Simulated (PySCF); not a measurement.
Point-charge models of `O=P1(OC2CC2)OCCCO1` against its computed dipole.

Coordinates (GFN2-xTB, Å) and charges (e) from the PBE0/pcSseg-1 density (PySCF):

| atom | x | y | z | Mulliken | IAO | Hirshfeld | ESP-fitted |
| --- | --- | --- | --- | --- | --- | --- | --- |
| O1 | 0.090 | -1.379 | -2.304 | -0.5703 | -0.8794 | -0.3713 | -0.5707 |
| P2 | -0.387 | -0.785 | -1.072 | +1.4256 | +2.0073 | +0.5468 | +0.9660 |
| O3 | 0.746 | -0.445 | 0.031 | -0.6062 | -0.6231 | -0.1612 | -0.2942 |
| C4 | 2.057 | -0.238 | -0.438 | +0.0206 | +0.0593 | +0.0328 | +0.0321 |
| C5 | 2.744 | 1.036 | -0.066 | -0.2174 | -0.3112 | -0.0972 | -0.2659 |
| C6 | 3.147 | -0.260 | 0.581 | -0.2084 | -0.3027 | -0.0932 | -0.3330 |
| O7 | -1.398 | -1.680 | -0.225 | -0.5625 | -0.6112 | -0.1666 | -0.3647 |
| C8 | -2.027 | -1.077 | 0.897 | +0.0325 | -0.0603 | +0.0104 | +0.0589 |
| C9 | -2.764 | 0.195 | 0.492 | -0.2697 | -0.2960 | -0.0802 | -0.0109 |
| C10 | -1.778 | 1.172 | -0.137 | +0.0210 | -0.0599 | +0.0069 | +0.0428 |
| O11 | -1.163 | 0.607 | -1.284 | -0.5722 | -0.6143 | -0.1738 | -0.3757 |
| H12 | 2.217 | -0.668 | -1.418 | +0.1516 | +0.1638 | +0.0492 | +0.1618 |
| H13 | 3.406 | 1.488 | -0.788 | +0.1368 | +0.1558 | +0.0528 | +0.1336 |
| H14 | 2.194 | 1.744 | 0.534 | +0.1341 | +0.1546 | +0.0480 | +0.1369 |
| H15 | 4.089 | -0.709 | 0.310 | +0.1377 | +0.1564 | +0.0537 | +0.1525 |
| H16 | 2.859 | -0.416 | 1.609 | +0.1369 | +0.1588 | +0.0508 | +0.1605 |
| H17 | -1.272 | -0.850 | 1.658 | +0.1272 | +0.1388 | +0.0391 | +0.0538 |
| H18 | -2.718 | -1.830 | 1.286 | +0.1411 | +0.1626 | +0.0569 | +0.0788 |
| H19 | -3.233 | 0.648 | 1.365 | +0.1350 | +0.1538 | +0.0580 | +0.0188 |
| H20 | -3.531 | -0.057 | -0.243 | +0.1426 | +0.1522 | +0.0463 | +0.0699 |
| H21 | -1.007 | 1.447 | 0.593 | +0.1249 | +0.1333 | +0.0363 | +0.0720 |
| H22 | -2.282 | 2.077 | -0.488 | +0.1391 | +0.1614 | +0.0557 | +0.0767 |

Problem. What dipole does each set of charges give (1 e·Å = 4.803 D), and what does the density give?

Solution. The full density gives (-1.07, 2.71, 4.43) D, 5.30 D in size; dipole vectors point from the negative to the positive end.

```json
{"scheme": "Mulliken", "μx": "-0.23", "μy": "3.17", "μz": "4.64", "size (D)": "5.63", "share of the full size (%)": "106", "angle to the full dipole (°)": "10"}
{"scheme": "IAO", "μx": "-1.05", "μy": "3.20", "μz": "5.06", "size (D)": "6.08", "share of the full size (%)": "115", "angle to the full dipole (°)": "2"}
{"scheme": "Hirshfeld", "μx": "-0.93", "μy": "1.74", "μz": "3.10", "size (D)": "3.67", "share of the full size (%)": "69", "angle to the full dipole (°)": "4"}
{"scheme": "ESP-fitted", "μx": "-1.04", "μy": "2.73", "μz": "4.49", "size (D)": "5.36", "share of the full size (%)": "101", "angle to the full dipole (°)": "0"}
```

Problem. Which set comes closest?

Solution. Length of the difference vector: ESP-fitted 0.07 D, IAO 0.80 D, Mulliken 0.98 D, Hirshfeld 1.65 D. Closest: ESP-fitted. The schemes that divide the density aren't constrained to reproduce the dipole.

Problem. What is left for the Hirshfeld atoms' own dipoles?

Solution. The shares of the density sum to the whole, so what Σ q r misses lies in dipoles about the nuclei. The atomic dipoles sum to (-1.07, 2.71, 4.43) − (-0.93, 1.74, 3.10) = (-0.14, 0.97, 1.33) D, 1.65 D in size.

Problem. With the origin at the mean of the coordinates, (0.000, 0.001, 0.041) Å, which are the largest single terms, by size, of the ESP-fitted dipole along the direction of the full one?

Solution. O1 +7.35, P2 -5.81, H12 -1.56, O7 +1.40, O11 +1.02 D; all 22 atoms together +5.36 D. The single terms depend on the origin, their sum doesn't.

Problem. Give the size of the full dipole in other units.

Solution. 5.30 D = 2.086 au = 1.104 e·Å = 17.69 × 10⁻³⁰ C·m.

Isolated species at its GFN2-xTB geometry (one conformer only).

These values come from a run that also computed NMR shieldings. The run took about 2.6 min of CPU time (one thread, shared machine).
